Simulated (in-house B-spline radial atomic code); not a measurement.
# Co II (Co+): [Ar] 3d8

All numbers are computed (Dirac-Kohn-Sham PBEsol, spherical fractional occupations; Fermi nucleus of rms radius 3.7875 fm) with an all-electron radial atomic-structure program (B-spline basis), not measured.

Z_r = [3n² - l(l+1)]/(2<r>); Z_e = n√(-2ε); the last column is Slater's effective charge. Values are occupation-weighted means over j.

```
shell  electrons   ε (eV)  <r> (bohr)    Z_r    Z_e  Slater
   1s          2    -7587     0.05622  26.68  23.61   26.70
   2s          2   -900.2      0.2555  23.49  16.27   22.85
   2p          6  -771.73       0.225  22.22  15.06   22.85
   3s          2  -105.28      0.7786  17.34   8.35   15.75
   3p          6  -68.842      0.8244  15.16   6.75   15.75
   3d          8  -12.223       1.137   9.23   2.84    6.55
```

The least bound orbital is 3d5/2 at -12.15 eV, and it is also the most diffuse (<r> = 1.141 bohr).

Spin-orbit splittings of the orbital energies (j = l + 1/2 above j = l - 1/2 when positive): 2p 14.81 eV, 3p 1.823 eV, 3d 0.1769 eV.

For the 1s electron the small component carries 0.944 % of the norm, the zero-frequency Breit interaction raises the level by 9.405 eV, self-energy by 4.69 eV, and vacuum polarisation lowers it by 0.4084 eV.
